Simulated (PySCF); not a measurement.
A PySCF script (with the pyscf-properties extension) for the NMR shieldings of `[BH3-]C(Cl)(Cl)C=C`, [C₃H₆BCl₂]-, on a GFN2-xTB geometry:

```python
import basis_set_exchange as bse
import numpy as np
from pyscf import gto, dft
from pyscf.prop import nmr

atoms = """
B    -1.451694    0.523851    0.280554
C    -0.365867   -0.734050    0.250638
Cl   -0.551089   -1.730610   -1.252515
Cl   -0.685803   -1.873812    1.602572
C     1.083864   -0.408596    0.313335
C     1.619866    0.667082   -0.236327
H    -1.189472    1.172338    1.268974
H    -2.569539    0.074947    0.328606
H    -1.295132    1.176222   -0.724916
H     1.714802   -1.121085    0.838869
H     2.679874    0.865888   -0.177605
H     1.011389    1.387139   -0.753492
"""
names = dict.fromkeys(["B", "C", "Cl", "H"], "pcSseg-1")
basis = {el: gto.basis.parse(bse.get_basis(n, elements=[el], fmt="nwchem")) for el, n in names.items()}
mol = gto.M(atom=atoms, basis=basis, charge=-1, verbose=0)
mf = dft.RKS(mol, xc="PBE0")
mf.grids.level = 2
mf.grids.alignment = dft.numint.BLKSIZE   # the property module wants whole blocks of grid points
mf.conv_tol = 1e-9
mf.kernel()

calc = nmr.RKS(mf)   # GIAO
C = mf.mo_coeff
Co = C[:, mf.mo_occ > 0]
resp = mf.gen_response(singlet=True, hermi=2)
def vind(x):   # induced exchange potential for any number of trial vectors
    d = np.einsum("pi,xij,qj->xpq", C, 2 * x.reshape(-1, C.shape[1], Co.shape[1]), Co, optimize=True)
    return np.einsum("xpq,pi,qj->xij", resp(d - d.transpose(0, 2, 1)), C, Co, optimize=True).ravel()
mo1, _ = nmr.rhf.solve_mo1(calc, with_cphf=vind)
sigma = calc.kernel(mo1)
for i, s in enumerate(sigma):   # ppm
    print("%2d %-2s %9.2f" % (i, mol.atom_pure_symbol(i), np.trace(s) / 3))
```

Task: Give the expected output.

Result: 
```
 0 B     129.70
 1 C      77.62
 2 Cl    582.60
 3 Cl    615.59
 4 C      20.71
 5 C      71.91
 6 H      30.67
 7 H      30.28
 8 H      30.18
 9 H      24.82
10 H      27.07
11 H      25.96
```

These numbers come from an equivalent density-fitted implementation of the same equations, which agrees with the script to about 0.01 ppm for H and up to a few tenths of a ppm for heavy atoms, so last digits may differ.

Size and cost of the density-fitted run: 146 basis functions, 15 s wall time on 1 thread of an Arm Neoverse V1, shared host; peak memory 0.72 GiB.
